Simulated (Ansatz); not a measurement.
Consider the substitution at a C–Ge bond: `Cl[CH2][GeH]([Cl])[Cl]` + H–F → `FCCl` + `[Cl][GeH2][Cl]`.

Gas-phase electronic energies from Ansatz, PBE0-D4/def2-TZVP geometries. CBS: MP2 limit from def2 TZ/QZ plus the TZ coupled-cluster correction, frozen cores. This one scheme is used for every species. For Ge outer-core shells are correlated without core-valence functions, which leaves a few kJ/mol of doubt a bond. Scalar relativity is left out up to krypton. One conformer a species, not always the lowest.

```csv
species,SCS-MP2/def2-QZVPP energy (Eh)
`Cl[CH2][GeH]([Cl])[Cl]`,-3494.97692
H–F,-100.36288
`FCCl`,-598.71363
`[Cl][GeH2][Cl]`,-2996.59807
```

Problem. Work out ΔE.

Solution. ΔE = (-598.71363) + (-2996.59807) − (-3494.97692) − (-100.36288) = 0.02810 Eh = +73.8 kJ/mol. CCSD(T)/CBS gives +75.6 kJ/mol.

Largest T1 diagnostic among the species: 0.010.

The D4 term adds +14.3 kJ/mol with B3LYP and +8.0 kJ/mol with PBE0; it sums over pairs of atoms, weighted by their polarisabilities, and B3LYP, whose exchange is more repulsive, gets the larger term. From PBE to PBE0 (25 % exact exchange), in def2-TZVPP and without D4, ΔE moves by +4.8 kJ/mol. Leaving LDA and LC-ωPBE aside and taking each functional with its dispersion term where it has one, the values, not all of them listed here, spread over 17.4 kJ/mol, from B97M-V to PBE-QIDH. LDA lies +5.3 kJ/mol from PBE without D4.

B3LYP here is the variant with VWN-RPA as its local correlation; programs differ in this.
